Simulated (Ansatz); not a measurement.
```yaml
crystal:
  periodic: [false, false, false]
  atoms:
    - {symbol: Si, position_ang: [0.698597, -3.396470, 0.713964]}
    - {symbol: Si, position_ang: [-2.010284, 2.030766, -2.070764]}
    - {symbol: Si, position_ang: [0.654109, -0.700157, -2.030968]}
    - {symbol: Si, position_ang: [-2.059851, -0.656014, 0.684279]}
    - {symbol: Si, position_ang: [0.656777, -0.655531, 3.362820]}
    - {symbol: Si, position_ang: [0.738426, 2.033948, 0.715714]}
    - {symbol: Si, position_ang: [3.409055, -0.626791, 0.725303]}
    - {symbol: Si, position_ang: [-3.450510, 0.699728, -0.686489]}
    - {symbol: Si, position_ang: [-0.700103, -2.037184, -0.693183]}
    - {symbol: Si, position_ang: [2.003582, -2.066307, 1.990248]}
    - {symbol: Si, position_ang: [-0.677158, 0.647425, -3.437573]}
    - {symbol: Si, position_ang: [-0.721408, 3.373149, -0.676774]}
    - {symbol: Si, position_ang: [2.054914, 0.663752, -0.646257]}
    - {symbol: Si, position_ang: [-0.674747, 0.628237, 2.005112]}
    - {symbol: H, position_ang: [1.573569, -4.286615, -0.202567]}
    - {symbol: H, position_ang: [-0.124401, -4.341516, 1.570367]}
    - {symbol: H, position_ang: [-2.958507, 2.940101, -2.929349]}
    - {symbol: H, position_ang: [1.525939, -1.522156, -2.897379]}
    - {symbol: H, position_ang: [-2.903028, -1.464467, 1.548724]}
    - {symbol: H, position_ang: [-0.214560, -1.560579, 4.274860]}
    - {symbol: H, position_ang: [1.563052, 0.148129, 4.294882]}
    - {symbol: H, position_ang: [1.569638, 2.897823, 1.559033]}
    - {symbol: H, position_ang: [4.276513, -1.565544, -0.223728]}
    - {symbol: H, position_ang: [4.274414, 0.166043, 1.532692]}
    - {symbol: H, position_ang: [-4.343189, -0.174801, -1.516738]}
    - {symbol: H, position_ang: [-4.307233, 1.542933, 0.194058]}
    - {symbol: H, position_ang: [-1.565830, -2.895810, -1.524871]}
    - {symbol: H, position_ang: [2.901786, -2.919658, 2.947494]}
    - {symbol: H, position_ang: [-1.531121, -0.181888, -4.245303]}
    - {symbol: H, position_ang: [0.206496, 1.534272, -4.266892]}
    - {symbol: H, position_ang: [0.234978, 4.257351, -1.601121]}
    - {symbol: H, position_ang: [-1.555342, 4.269630, 0.213133]}
    - {symbol: H, position_ang: [2.873390, 1.572593, -1.565263]}
    - {symbol: H, position_ang: [-1.586652, 1.611348, 2.888707]}
basis:
  gaussian: {orbitals: def2-SVPD, fitting: {mean_field: def2-universal-jkfit}}
hamiltonian: {xc: {name: r2SCAN0}, pseudopotentials: {relativity: scalar}}
scf: {lower_state_search: off}
output: {forces: true}
```

```sh
$ ansatz run in.yaml --threads 2 --pin off --events-out ev --progress --plain --max-ram 32768MiB --backend cuda --devices 0, --max-vram 18GiB
```

Output, abridged:

```
Functional definition: r2SCAN0
  name "r2SCAN0"
  cite "Bursch, Neugebauer, Ehlert & Grimme, J. Chem. Phys. 156, 134105 (2022) doi:10.1063/5.0086040"
  cite "Furness, Kaplan, Ning, Perdew & Sun, J. Phys. Chem. Lett. 11, 8208 (2020) doi:10.1021/acs.jpclett.0c02405"
  cite "Furness, Kaplan, Ning, Perdew & Sun, J. Phys. Chem. Lett. 11, 9248 (2020) doi:10.1021/acs.jpclett.0c03077"
  parent r2scan
  parameter a = 0.25
  parameter k0 = 0.174
  parameter k1 = 0.065
  parameter a1 = 4.9479
  exchange = (1 - a)*r2scan_x(k0 = k0, k1 = k1, a1 = a1) + a*exact_x
  correlation = r2scan_c
these checks for a lower state are left out or cut short: stability, starts, cluster_reference, orbital_swaps, neighbouring_geometries, increment
2152 factors; integrals over basis functions are off by at most 3.6e-1 eV
mean field evaluation 1: about -110777.6432 eV, gradient 1.4e1 eV
mean field evaluation 2: about -110778.2285 eV, gradient 8.3e0 eV
mean field evaluation 4: about -110778.4701 eV, gradient 6.3e-1 eV
mean field evaluation 8: about -110778.4620 eV, gradient 9.1e-2 eV
mean field evaluation 16: about -110778.4620 eV, gradient 2.8e-5 eV
mean field -110778.46200598 eV, -4071.0333903815 hartree, gradient 3.4e-6 eV, S^2 0.000000; 0 other end points of the search recorded, 0 dependent functions left out
the calculation of the forces begins
reference -110778.46202916 eV, -4071.0333912332 hartree; 108, 108 occupied and 388, 388 virtual orbitals, 2152 factors
Total energy: -110778.46202916 eV, -4071.0333912332 hartree
Relativity: scalar
Atom 0 at     0.698597    -3.396470     0.713964 Å, force    -0.515115    -1.124020    -1.281713 eV/Å
Atom 1 at    -2.010284     2.030766    -2.070764 Å, force    -1.265896     0.218434    -0.338192 eV/Å
Atom 2 at     0.654109    -0.700157    -2.030968 Å, force     0.146177     0.591754     0.191311 eV/Å
Atom 3 at    -2.059851    -0.656014     0.684279 Å, force     0.165329     0.200736    -1.074703 eV/Å
Atom 4 at     0.656777    -0.655531     3.362820 Å, force     0.199704    -0.993758     1.110655 eV/Å
Atom 5 at     0.738426     2.033948     0.715714 Å, force    -1.146260    -0.175574    -0.733629 eV/Å
Atom 6 at     3.409055    -0.626791     0.725303 Å, force    -0.153282    -2.149632    -1.664716 eV/Å
Atom 7 at    -3.450510     0.699728    -0.686489 Å, force     0.514512    -0.054040    -0.137691 eV/Å
Atom 8 at    -0.700103    -2.037184    -0.693183 Å, force     0.175239    -0.125189     0.850219 eV/Å
Atom 9 at     2.003582    -2.066307     1.990248 Å, force     1.207563     0.549211     1.491800 eV/Å
Atom 10 at    -0.677158     0.647425    -3.437573 Å, force     0.707602     0.845023     0.906418 eV/Å
Atom 11 at    -0.721408     3.373149    -0.676774 Å, force     1.432556     0.723034    -0.174973 eV/Å
Atom 12 at     2.054914     0.663752    -0.646257 Å, force    -0.073015     0.420385    -0.714494 eV/Å
Atom 13 at    -0.674747     0.628237     2.005112 Å, force    -0.628495     1.859522     0.793578 eV/Å
Atom 14 at     1.573569    -4.286615    -0.202567 Å, force    -0.469039     0.516833     0.519376 eV/Å
Atom 15 at    -0.124401    -4.341516     1.570367 Å, force     0.206136     0.364507    -0.221133 eV/Å
Atom 16 at    -2.958507     2.940101    -2.929349 Å, force     0.745005    -0.605797     0.530097 eV/Å
Atom 17 at     1.525939    -1.522156    -2.897379 Å, force     0.173973    -0.230898    -0.099766 eV/Å
Atom 18 at    -2.903028    -1.464467     1.548724 Å, force    -0.386344    -0.511748     0.470282 eV/Å
Atom 19 at    -0.214560    -1.560579     4.274860 Å, force     0.494284     0.541088    -0.540851 eV/Å
Atom 20 at     1.563052     0.148129     4.294882 Å, force    -0.382408    -0.217124    -0.467730 eV/Å
Atom 21 at     1.569638     2.897823     1.559033 Å, force     0.262983     0.250377     0.328716 eV/Å
Atom 22 at     4.276513    -1.565544    -0.223728 Å, force    -0.648003     0.870167     0.882029 eV/Å
Atom 23 at     4.274414     0.166043     1.532692 Å, force     0.766791     0.708591     0.798275 eV/Å
Atom 24 at    -4.343189    -0.174801    -1.516738 Å, force     0.121454     0.095844     0.081285 eV/Å
Atom 25 at    -4.307233     1.542933     0.194058 Å, force     0.006613     0.067102    -0.051267 eV/Å
Atom 26 at    -1.565830    -2.895810    -1.524871 Å, force    -0.168018    -0.192515    -0.200626 eV/Å
Atom 27 at     2.901786    -2.919658     2.947494 Å, force    -0.603885     0.537169    -0.674424 eV/Å
Atom 28 at    -1.531121    -0.181888    -4.245303 Å, force    -0.543481    -0.545291    -0.672123 eV/Å
Atom 29 at     0.206496     1.534272    -4.266892 Å, force    -0.153950    -0.201403    -0.004666 eV/Å
Atom 30 at     0.234978     4.257351    -1.601121 Å, force    -0.951722    -0.692259     0.878334 eV/Å
Atom 31 at    -1.555342     4.269630     0.213133 Å, force     0.182824    -0.208186    -0.331621 eV/Å
Atom 32 at     2.873390     1.572593    -1.565263 Å, force    -0.236803    -0.385493     0.328585 eV/Å
Atom 33 at    -1.586652     1.611348     2.888707 Å, force     0.816972    -0.946848    -0.776641 eV/Å
Dipole moment:    -0.018694    -0.019661    -0.094940 e Å
Checks for a lower state left out: stability, starts, cluster_reference, orbital_swaps, neighbouring_geometries, increment
```

Run time 13 s (2 threads of AMD EPYC 7R13 on a shared host and a share (18 GiB) of an NVIDIA H100 80GB HBM3), peak host memory 1.3 GiB.
